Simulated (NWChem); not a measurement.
System: CH₄BF; SMILES B(C)F

NWChem input:

```
start job
memory heap 200 mb stack 900 mb global 1100 mb
geometry units angstroms noautosym nocenter noautoz
  B     -0.489159    -0.151058    -0.000840
  H     -1.694096    -0.298670     0.001871
  F      0.231306    -1.264272     0.000180
  C      0.201387     1.245156    -0.001555
  H     -0.116637     1.808406     0.893201
  H     -0.159021     1.837011    -0.860420
  H      1.299429     1.200972    -0.026581
end
basis spherical
  B library aug-cc-pvdz
  H library aug-cc-pvdz
  F library aug-cc-pvdz
  C library aug-cc-pvdz
end
dft
  xc pbe0
  iterations 150
end
property
  response 1 0.1139
end
task dft property
```

Excerpt of the output:

```
             Northwest Computational Chemistry Package (NWChem) 7.3.0
             --------------------------------------------------------

                             Geometry "geometry" -> ""
                             -------------------------

 Output coordinates in angstroms (scale by  1.889725989 to convert to a.u.)

  No.       Tag          Charge          X              Y              Z
 ---- ---------------- ---------- -------------- -------------- --------------
    1 B                    5.0000    -0.48915900    -0.15105800    -0.00084000
    2 H                    1.0000    -1.69409600    -0.29867000     0.00187100
    3 F                    9.0000     0.23130600    -1.26427200     0.00018000
    4 C                    6.0000     0.20138700     1.24515600    -0.00155500
    5 H                    1.0000    -0.11663700     1.80840600     0.89320100
    6 H                    1.0000    -0.15902100     1.83701100    -0.86042000
    7 H                    1.0000     1.29942900     1.20097200    -0.02658100

 Effective nuclear repulsion energy (a.u.)      63.6176056482

                              NWChem Property Module
                              ----------------------

                                 NWChem DFT Module
                                 -----------------

 Summary of "ao basis" -> "ao basis" (spherical)
 ------------------------------------------------------------------------------
       Tag                 Description            Shells   Functions and Types
 ---------------- ------------------------------  ------  ---------------------
 B                        aug-cc-pvdz                9       23   4s3p2d
 H                        aug-cc-pvdz                5        9   3s2p
 F                        aug-cc-pvdz                9       23   4s3p2d
 C                        aug-cc-pvdz                9       23   4s3p2d

            General Information
            -------------------
          SCF calculation type: DFT
          Wavefunction type:  closed shell.
          No. of atoms     :     7
          No. of electrons :    24
           Alpha electrons :    12
            Beta electrons :    12
          Charge           :     0
          Spin multiplicity:     1
          Use of symmetry is: off; symmetry adaption is: off
          Maximum number of iterations: 150
          AO basis - number of functions:   105
                     number of shells:    47
          Convergence on energy requested:  1.00D-06
          Convergence on density requested:  1.00D-05
          Convergence on gradient requested:  5.00D-04

              XC Information
              --------------
                         PBE0 Method XC Functional
                     Hartree-Fock (Exact) Exchange  0.250
          PerdewBurkeErnzerhof Exchange Functional  0.750
            Perdew 1991 LDA Correlation Functional  1.000 local
           PerdewBurkeErnz. Correlation Functional  1.000 non-local

             Grid Information
             ----------------
          Grid used for XC integration:  medium
          Radial quadrature: Mura-Knowles
          Angular quadrature: Lebedev.
          Tag              B.-S. Rad. Rad. Pts. Rad. Cut. Ang. Pts.
          ---              ---------- --------- --------- ---------
          B                   0.85       49          13.0       434
          H                   0.35       45          14.0       434
          F                   0.50       49          13.0       434
          C                   0.70       49          13.0       434
          Grid pruning is: on
          Number of quadrature shells:   327
          Spatial weights used:  Erf1

      Superposition of Atomic Density Guess
      -------------------------------------

 Sum of atomic energies:        -163.58607771

      Non-variational initial energy
      ------------------------------

 Total energy =    -164.818517
 1-e energy   =    -349.255100
 2-e energy   =     120.818978
 HOMO         =      -0.374749
 LUMO         =       0.013448

   convergence    iter        energy       DeltaE   RMS-Dens  Diis-err
 ---------------- ----- ----------------- --------- --------- ---------
 d= 0,ls=0.0,diis     1   -165.0388919999 -2.29D+02  1.24D-02  4.29D-01
 d= 0,ls=0.0,diis     2   -165.0297896319  9.10D-03  4.21D-03  7.01D-01
 d= 0,ls=0.0,diis     3   -165.0876176566 -5.78D-02  1.12D-03  1.76D-02
 d= 0,ls=0.0,diis     4   -165.0888566049 -1.24D-03  3.42D-04  1.64D-03
 d= 0,ls=0.0,diis     5   -165.0890469213 -1.90D-04  5.44D-05  7.33D-05
  Resetting Diis
 d= 0,ls=0.0,diis     6   -165.0890565155 -9.59D-06  2.02D-05  1.76D-06
 d= 0,ls=0.0,diis     7   -165.0890567473 -2.32D-07  4.42D-06  1.10D-07

         Total DFT energy =     -165.089056747307
      One electron energy =     -351.946480495277
           Coulomb energy =      144.501518801632
    Exchange-Corr. energy =      -21.261700701904
 Nuclear repulsion energy =       63.617605648243

 Numeric. integr. density =       24.000001320418

                       DFT Final Molecular Orbital Analysis
                       ------------------------------------

[...]

 DFT Linear Response polarizability / au
 Frequency  =       0.1139000 / au
 Wavelength =     400.0294381 / nm
              X              Y              Z
 -----------------------------------------------
 X      31.8479478      1.4319366      0.0003996
 Y       1.4319436     33.9305790      0.0216453
 Z       0.0003986      0.0216557     26.4630023
 -----------------------------------------------
 Eigenvalues =      31.1187515     34.6598408     26.4629368
 Isotropic   =      30.7471764
 Anisotropic =       7.1205744
 -----------------------------------------------

 Magnetic Dipole Response Matrix (nonzero elements):
```

Level: PBE0/aug-cc-pVDZ. All runs use the structure optimised with PBE0/def2-SVP.
